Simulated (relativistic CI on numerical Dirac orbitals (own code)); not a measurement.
**Fe³⁺ in a cubic cluster: 2p photoemission with charge transfer**

Computed with a charge-transfer multiplet model of a cubic metal-ligand cluster with up to one ligand hole, Slater and spin-orbit integrals from Dirac-Coulomb-Breit ions, Slater integrals scaled by 0.8. The ground state mixes d5 with configurations of k ligand holes L, whose averages lie at kΔ + k(k − 1)U_dd/2; a core hole lowers each added d electron by U_cd. 300 K, Lorentzian 0.6 eV and Gaussian 0.8 eV FWHM.

Atomic integrals in eV (Slater integrals scaled, ζ unscaled), ground: F2dd 9.587, F4dd 5.993, zeta_d 0.056; with the core hole: F2dd 10.973, F4dd 6.899, zeta_d 0.083, zeta_core 8.126, F2cd 6.510, G1cd 4.989, G3cd 2.838.

Cluster parameters (eV): Δ = 4.4, U_dd = 6.9, 10Dq = 1.65, 10Dq(ligand) = 1.3, V(eg) = 2.55, V(t2g) = -1.17, final-state hopping factor = 1.

```tsv
Case	n_d	d5	d6L	S
U_cd = 6.6 eV	5.18	0.82	0.18	2.50
U_cd = 7.8 eV	5.18	0.82	0.18	2.50
U_cd = 9.6 eV	5.18	0.82	0.18	2.50
```

Weights, n_d and S are thermal averages at 300 K. Binding energies count from the first peak over 30 % of the highest in each spectrum, which can be another peak from case to case. The parameters are a model scan and need not match a compound or its usual spin state. Peaks in eV (height, largest 100):
- U_cd = 6.6 eV: 0.0 (100), 6.1 (13), 8.3 (17), 14.0 (43), 15.5 (46), 22.4 (5), 23.8 (6)
- U_cd = 7.8 eV: 0.0 (100), 5.7 (14), 8.3 (22), 9.6 (15), 14.0 (44), 15.4 (46), 22.4 (8), 23.8 (9)
- U_cd = 9.6 eV: 0.0 (100), 1.4 (73), 4.9 (17), 8.5 (31), 9.9 (24), 14.0 (48), 15.2 (47), 22.7 (14), 24.1 (16)

Curve for U_cd = 7.8 eV (points under 2 left out, the grid thinned):

(E (eV), Intensity): (-3.4, 2.0), (-2.8, 2.8), (-2.1, 4.8), (-1.4, 10.7), (-0.8, 34.7), (-0.2, 92.7), (0.5, 80.1), (1.2, 68.4), (1.8, 63.9), (2.4, 52.7), (3.1, 29.5), (3.8, 20.9), (4.4, 16.1), (5.0, 13.7), (5.7, 14.1), (6.4, 12.3), (7.0, 12.6), (7.6, 16.2), (8.3, 21.8), (9.0, 15.8), (9.6, 15.3), (10.2, 13.4), (10.9, 10.5), (11.6, 8.1), (12.2, 8.7), (12.8, 14.0), (13.5, 33.9), (14.2, 43.3), (14.8, 40.0), (15.4, 46.5), (16.1, 29.7), (16.8, 16.2), (17.4, 10.7), (18.0, 7.5), (18.7, 6.5), (19.4, 5.1), (20.0, 4.2), (20.6, 3.7), (21.3, 3.5), (22.0, 6.3), (22.6, 7.8), (23.2, 6.9), (23.9, 8.8), (24.6, 4.2), (25.2, 2.1)

For the case U_cd = 7.8 eV, Δ = 4.4 eV is smaller than U_dd = 6.9 eV, the charge-transfer side of the Zaanen-Sawatzky-Allen scheme. With the core hole the configuration with one ligand hole lies at Δ − U_cd = -2.2, -3.4, -5.2 eV from the one without, in the order of the table; where this is negative the screened configuration lies lower, though the effective hopping of about 4.0 eV (from the holes of the mixed ground state) mixes the two strongly wherever it is as large as the gap.

With at most 1 ligand hole the space is cut while the next configuration still counts, so covalency is underestimated, and a final configuration with one more ligand hole, which can lie low, is missing from the spectra.
